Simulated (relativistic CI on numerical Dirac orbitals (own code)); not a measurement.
## d1 to d9 in one octahedral field

Computed with a parametric ligand-field model without spin-orbit coupling, by exact diagonalisation: B = 410, C = 1870, 10Dq = 33300 cm⁻¹ (Oh; |10Dq|/B = 81.2) for every shell. Energies in cm⁻¹; the field energy is (0.6 n_e − 0.4 n_t2) × 10Dq of the ground term; g labels are left out. So small a B with so large a field is typical of 4d and 5d ions, where spin-orbit coupling, left out here, reaches 1,000 to 4,000 cm⁻¹.

```csv
Shell,Ground term,Electrons in e,Field energy,First spin-allowed bands,Lowest term of other spin
d1,2T2,0.000,-13320,2E 33300,
d2,3T1,0.004,-26495,"3T2 32233, 3T1 37316",1T2 6302
d3,4A2,0.000,-39960,"4T2 33300, 4T1 38017",2E 8972
d4,3T1,0.008,-53023,"3E 31389, 3T1 31861",1T2 5669
d5,2T2,0.015,-66093,"2A2 30726, 2T1 30870",4T1 24273
d6,1A1,0.012,-79506,"1T1 31801, 1T2 37905",3T1 27921
d7,2E,1.008,-59684,"2T1 31709, 2T2 32217",4T1 24319
d8,3A2,2.000,-39960,"3T2 33300, 3T1 38017",1E 6990
d9,2E,3.000,-19980,2T2 33300,
```

Low spin: d4, d5, d6, d7; the other shells keep the spin of the free ion. Only d4 to d7 can choose; the field needed to pair spins is smallest for d6 and largest for d5, which loses most exchange energy. In the strong-field picture 10Dq must exceed about 6B + 5C = 11810 (d4), 7.5B + 5C = 12425 (d5), 2.5B + 4C = 8505 (d6) and 4B + 4C = 9120 (d7); mixing of terms shifts these bounds somewhat.
